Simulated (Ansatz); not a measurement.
Born–Oppenheimer molecular dynamics of C₂H₈ClNSi (13 atoms, charge 0, multiplicity 1). It starts from a relaxed structure.

Computed with RKS BLYP/6-31G (Ansatz).

* ensemble: NVE (velocity Verlet)
* time step: 0.5 fs
* steps asked: 166
* starting velocities drawn for: 400 K
* seed: 986127

Frames 5 fs apart, positions in Å.

Velocities at 20 fs (Å/ps):

```
Si 0.51 -0.52 1.02
N -2.60 -3.37 -4.17
C -6.15 2.30 1.87
H -1.64 -29.15 1.98
H -10.68 18.46 17.82
H 20.37 1.00 7.62
C 4.97 -1.20 -1.47
H 0.11 -2.53 -2.28
H 2.96 -9.57 11.87
H 0.35 4.81 -9.52
H -12.38 9.19 -24.34
H 7.19 16.47 -3.54
Cl 0.85 1.12 0.71
```

```xyz
13
Properties=species:S:1:pos:R:3 time_fs=20 energy_less_start_eV=0.302 T=189
Si -0.065 -0.056 0.015
N -0.085 0.054 1.738
C -1.275 -0.013 2.591
H -2.219 -0.048 2.014
H -1.217 -0.892 3.356
H -1.417 0.994 3.122
C 1.254 0.153 2.465
H 1.407 -0.736 3.071
H 2.119 0.293 1.743
H 1.206 0.999 3.163
H 1.237 0.619 -0.458
H -1.327 0.479 -0.598
Cl 0.146 -2.153 -0.716
13
Properties=species:S:1:pos:R:3 time_fs=25 energy_less_start_eV=0.365 T=145
Si -0.061 -0.057 0.015
N -0.089 0.040 1.727
C -1.306 0.003 2.609
H -2.205 -0.222 2.007
H -1.272 -0.731 3.369
H -1.308 0.929 3.163
C 1.267 0.147 2.457
H 1.426 -0.781 3.070
H 2.099 0.243 1.798
H 1.222 1.042 3.117
H 1.129 0.643 -0.560
H -1.298 0.546 -0.607
Cl 0.150 -2.148 -0.713
13
Properties=species:S:1:pos:R:3 time_fs=30 energy_less_start_eV=0.378 T=136
Si -0.059 -0.056 0.004
N -0.075 0.029 1.741
C -1.320 0.022 2.615
H -2.180 -0.285 2.010
H -1.248 -0.778 3.456
H -1.337 0.994 3.194
C 1.247 0.134 2.462
H 1.440 -0.755 3.063
H 2.118 0.216 1.722
H 1.264 1.045 3.078
H 1.067 0.668 -0.634
H -1.298 0.555 -0.587
Cl 0.154 -2.147 -0.712
13
Properties=species:S:1:pos:R:3 time_fs=35 energy_less_start_eV=0.221 T=245
Si -0.061 -0.052 -0.012
N -0.059 0.023 1.772
C -1.305 0.029 2.634
H -2.200 -0.200 2.023
H -1.184 -0.748 3.376
H -1.504 1.014 3.090
C 1.227 0.122 2.454
H 1.445 -0.753 3.122
H 1.990 0.183 1.715
H 1.306 1.038 3.082
H 1.106 0.703 -0.668
H -1.356 0.499 -0.541
Cl 0.158 -2.147 -0.713
13
Properties=species:S:1:pos:R:3 time_fs=40 energy_less_start_eV=0.373 T=139
Si -0.065 -0.044 -0.026
N -0.057 0.026 1.796
C -1.280 0.036 2.634
H -2.180 -0.144 2.025
H -1.151 -0.762 3.409
H -1.604 1.027 3.023
C 1.209 0.110 2.465
H 1.424 -0.732 3.145
H 2.002 0.144 1.649
H 1.320 1.022 3.085
H 1.112 0.683 -0.613
H -1.438 0.401 -0.484
Cl 0.161 -2.151 -0.715
13
Properties=species:S:1:pos:R:3 time_fs=45 energy_less_start_eV=0.212 T=252
Si -0.074 -0.037 -0.030
N -0.073 0.040 1.793
C -1.264 0.043 2.622
H -2.125 -0.251 1.988
H -1.205 -0.698 3.470
H -1.500 1.043 3.085
C 1.219 0.103 2.477
H 1.392 -0.765 3.147
H 2.007 0.093 1.744
H 1.319 1.034 3.072
H 1.117 0.671 -0.539
H -1.479 0.300 -0.435
Cl 0.165 -2.156 -0.719
13
Properties=species:S:1:pos:R:3 time_fs=50 energy_less_start_eV=0.347 T=157
Si -0.089 -0.034 -0.019
N -0.081 0.058 1.765
C -1.265 0.046 2.614
H -2.087 -0.339 2.001
H -1.241 -0.613 3.477
H -1.345 1.018 3.112
C 1.232 0.098 2.498
H 1.333 -0.792 3.157
H 2.111 0.053 1.797
H 1.314 1.038 3.079
H 1.151 0.713 -0.510
H -1.496 0.253 -0.433
Cl 0.169 -2.162 -0.725
13
Properties=species:S:1:pos:R:3 time_fs=55 energy_less_start_eV=0.209 T=254
Si -0.103 -0.035 -0.002
N -0.064 0.076 1.731
C -1.266 0.048 2.609
H -2.167 -0.269 2.051
H -1.156 -0.694 3.499
H -1.363 1.077 3.056
C 1.245 0.091 2.513
H 1.253 -0.773 3.191
H 2.123 0.039 1.861
H 1.310 1.012 3.119
H 1.091 0.734 -0.502
H -1.503 0.278 -0.483
Cl 0.174 -2.169 -0.732
13
Properties=species:S:1:pos:R:3 time_fs=60 energy_less_start_eV=0.351 T=155
Si -0.118 -0.039 0.013
N -0.036 0.094 1.716
C -1.262 0.049 2.618
H -2.228 -0.134 2.105
H -1.050 -0.677 3.347
H -1.473 1.054 2.988
C 1.239 0.085 2.523
H 1.200 -0.775 3.237
H 2.129 0.024 1.876
H 1.303 0.992 3.159
H 1.004 0.746 -0.543
H -1.462 0.348 -0.534
Cl 0.180 -2.176 -0.740
13
Properties=species:S:1:pos:R:3 time_fs=65 energy_less_start_eV=0.278 T=206
Si -0.133 -0.047 0.018
N -0.015 0.116 1.732
C -1.254 0.066 2.602
H -2.190 -0.143 2.072
H -1.017 -0.749 3.389
H -1.479 1.059 3.086
C 1.219 0.079 2.535
H 1.206 -0.779 3.218
H 2.120 -0.001 1.886
H 1.300 0.990 3.156
H 0.982 0.767 -0.644
H -1.431 0.424 -0.548
Cl 0.185 -2.182 -0.749
13
Properties=species:S:1:pos:R:3 time_fs=70 energy_less_start_eV=0.267 T=213
Si -0.140 -0.054 0.011
N -0.015 0.142 1.766
C -1.235 0.081 2.596
H -2.098 -0.249 1.967
H -1.145 -0.673 3.353
H -1.363 0.991 3.208
C 1.204 0.076 2.545
H 1.227 -0.827 3.211
H 2.079 -0.012 1.911
H 1.313 1.001 3.145
H 0.947 0.715 -0.709
H -1.462 0.470 -0.508
Cl 0.190 -2.186 -0.757
13
Properties=species:S:1:pos:R:3 time_fs=75 energy_less_start_eV=0.337 T=165
Si -0.144 -0.060 0.000
N -0.029 0.167 1.792
C -1.221 0.089 2.593
H -2.019 -0.197 1.927
H -1.236 -0.755 3.380
H -1.330 0.997 3.216
C 1.203 0.072 2.560
H 1.224 -0.812 3.205
H 2.101 0.000 1.870
H 1.340 0.982 3.175
H 0.935 0.631 -0.726
H -1.506 0.447 -0.404
Cl 0.194 -2.189 -0.764
```

Of the whole run (83 fs, mean temperature of the second half 198 K): The conserved energy stayed within 0.21 meV per atom of its start (net change 0.16 meV per atom), so the integration is sound. Over the second half the temperature averaged 0.49 of the 400 K drawn at the start: a run that starts near a minimum puts about half its kinetic energy into the potential. A run of 0.083 ps of so small a system gives no equilibrium averages. Limits of this set-up: no polarisation functions.

Time of the run: 11 min on 1 thread of Arm Neoverse V2 (shared host), peak memory 0.12 GiB.
